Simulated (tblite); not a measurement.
C₆H₁₀FO (doublet state).
Atom-mapped SMILES: `[CH2:1]=[CH:2][C:3]([CH3:4])[CH2:5][O:6][CH2:7][F:8]` (hydrogens: H9, H10 on C1; H11 on C2; H12, H13, H14 on C4; H15, H16 on C5; H17, H18 on C7)

Geometry (GFN2-xTB, Å), atoms numbered from 1 in this order:
```
atom  x, y, z in Å
C1    -2.1917    1.3102    0.6802
C2    -2.0183    0.1499   -0.0203
C3    -0.8145   -0.3727   -0.4693
C4    -0.7442   -1.6461   -1.2304
C5     0.4746    0.3401   -0.1997
O6     1.5633   -0.3493   -0.8043
C7     2.7805    0.1998   -0.5543
F8     2.9177    1.4327   -1.1622
H9    -1.3687    1.9475    0.9474
H10   -3.1713    1.6309    0.9824
H11   -2.9037   -0.4289   -0.2531
H12   -0.1245   -2.3702   -0.6994
H13   -1.7343   -2.0655   -1.3861
H14   -0.2654   -1.4809   -2.1958
H15    0.4274    1.3675   -0.5931
H16    0.6521    0.4132    0.8883
H17    3.5432   -0.4541   -0.9907
H18    2.9689    0.3823    0.5193
```

Method: GFN2-xTB as coded in tblite; computed harmonic values from a numerical Hessian at the method's own geometry, unscaled. The method is semi-empirical: single wavenumbers can be off by several per cent or more. One conformer, not necessarily the lowest. Open shells enter through the occupations alone, without spin polarisation, and single modes of such species can be off by tens of per cent.

Harmonic wavenumbers (cm⁻¹): 34.8, 58.2, 114.7, 119.8, 181.4, 198.7, 256.6, 318.4, 341.1, 431.1, 527.9, 547.6, 569.2, 759.2, 829.7, 903.3, 939.1, 963.7, 966.4, 1006.9, 1018.3, 1040.2, 1105.7, 1141.0, 1200.6, 1237.0, 1250.4, 1297.9, 1313.3, 1330.8, 1359.0, 1393.4, 1424.8, 1441.4, 1447.9, 1454.1, 1483.0, 1509.2, 2796.3, 2832.3, 2860.0, 2956.9, 2974.4, 3003.3, 3046.2, 3051.5, 3126.8, 3156.3.

A = 3570, B = 1051, C = 854.1 MHz; mass 117.072 u (most abundant isotopes); point group C1, symmetry number 1; spin multiplicity 2.

Question: Zero-point energy?

Answer: Half the sum of the wavenumbers: 31660 cm⁻¹ = 378.74 kJ/mol.

Question: Entropy at 200 K, 1 bar (ideal gas, RRHO, classical rotation)?

Answer: Translation 159.96, rotation 116.34, vibration 83.08, spin (R ln 2) 5.76: S = 365.1 J/(mol K).

Question: And Cp and H(200 K) − H(0)?

Answer: Cp = 113.83 J/(mol K), of which vibrations give 80.57 (their classical limit is 48 R = 399.1); H(200 K) − H(0) = 15.31 kJ/mol without the zero-point energy, 8.66 from vibrations.

Question: What must be added to the electronic energy to get the Gibbs energy at 200 K and 1 bar?

Answer: ZPE + [H(200 K) − H(0)] − T·S = 378.74 + 15.31 − 73.03 = 321.02 kJ/mol.

Question: Blend soft modes into free rotors: weight 1/[1 + (100 cm⁻¹/ν̃)⁴] for the oscillator and the rest for a rotor with moment μB/(μ + B), μ = h/(8π²ν), B = 10⁻⁴⁴ kg m². What vibrational entropy results?

Answer: 75.25 J/(mol K) in place of 83.08, which changes −T·S at 200 K by +1.57 kJ/mol.

Hindered rotation and anharmonicity are outside this model. Other conformers, if any are populated, would add a mixing term that is left out. The structure is chiral; the term R ln 2 for an equal mix with its mirror image is left out.
